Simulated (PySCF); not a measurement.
A structure optimised at r2SCAN-D4/def2-TZVP, used in a PySCF frequency run:

```xyz
5

Si     0.0000     0.0000    -0.5002
F      0.0000     0.0000     1.1004
H     -1.2168    -0.7025    -0.9669
H      0.0000     1.4050    -0.9669
H      1.2168    -0.7025    -0.9669
```
Charge 0, spin multiplicity 1.

Write its SMILES, formula and point group.

F[SiH3], FH3Si, C3v

What are its rotational constants (standard atomic weights)?

84.659, 14.221, 14.221 GHz
